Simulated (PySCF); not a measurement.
C₂H₂N₃, SMILES C1[N]N=CN=1 (connectivity only; charge and spin as stated), charge -1, multiplicity 1.

Geometry: PBE-D3(BJ)/def2-SVPD. The spin state was assumed, not searched. The isomer is the one that the SMILES or the coordinates give; other isomers of the formula were not compared.

The numbers are results of PBE-D3(BJ)/def2-SVPD (PySCF), not measurements.

No scaling factor is applied to the harmonic values.

```csv
mode,ν (cm⁻¹),IR (km/mol),moving atoms (share of kinetic energy)
1,681,27.2,"N 38 %, H 35 %, C 27 %"
2,695,0.0,"N 71 %, C 15 %, H 14 %"
3,769,0.0,"H 68 %, C 31 %"
4,773,21.9,"H 60 %, C 32 %"
5,950,7.1,"N 65 %, C 27 %"
6,955,6.9,"N 70 %, C 23 %"
7,1035,19.7,"N 71 %, H 27 %"
8,1139,10.9,"H 45 %, N 37 %, C 17 %"
9,1158,0.1,"H 70 %, N 19 %, C 10 %"
10,1227,0.1,"C 53 %, N 41 %"
11,1254,11.6,"N 56 %, C 40 %"
12,1348,5.2,"C 53 %, N 32 %, H 15 %"
13,1451,44.9,"C 58 %, N 23 %, H 19 %"
14,3087,123.6,"H 92 %, C 8 %"
15,3093,6.7,"H 91 %, C 9 %"
```
